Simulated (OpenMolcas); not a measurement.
# V2+: moving or changing the point charges

V2+ among 4 point charges of -2.5 e arranged as a tetrahedron (Td), 2.11 Å from the ion.

```yaml
Program: OpenMolcas
Method: CASSCF
Basis: ANO-RCC-VDZP [5s4p2d1f]
Scalar_Hamiltonian: DKH2, point nucleus
Active_space: 3 electrons in 5 orbitals (3d)
State_averaging: 2S+1 = 4 even, 10 roots; 2S+1 = 2 even, 40 roots
Spin-orbit_coupling: state interaction with AMFI integrals over the reference wave functions
```

Runs around this geometry, states (labels of Td). Energies in cm-1 above the lowest state or level, χT in cm3 K/mol; under a threefold ground state the first gap can be a small split of the lowest multiplet, not the spin-orbit step.

| R (Å) | q (e) | Ground state | First state of that spin | First gap with spin-orbit (degeneracies) | χT at 300 K | First state of another spin |
| --- | --- | --- | --- | --- | --- | --- |
| 2.11 | -1.62 | 4T1 | 4T2 1469 | 32.1 (4, 2) | 1.624 | 2E 14277 |
| 2.11 | -2.5 | 4T1 | 4T2 1153 | 34.2 (4, 2) | 1.659 | 2A1 13197 |
| 2.21 | -2.5 | 4T1 | 4T2 1259 | 34.1 (4, 2) | 1.639 | 2E 14256 |

Scaling the charges by -1.62 / -2.5 = 0.65 scales the first state of the same spin by 1469 / 1153 = 1.27; with fixed orbitals a first-order splitting would follow the charge.

An orbital triplet at a regular site is open to Jahn-Teller coupling, which can distort the site and quench the lowest spin-orbit gaps and is left out. Without dynamic correlation the repulsion within the d shell is too large (B by tens of per cent), so at a given field states of lower spin stand too high. The ground term spreads over less than 5000 cm-1, several times less than with real ligands, so orbital moments are less quenched and χT lies further from the spin-only value than at real sites. Point charges carry no covalency, so the field is a model and not that of real ligands. No measured value stands beside these numbers.
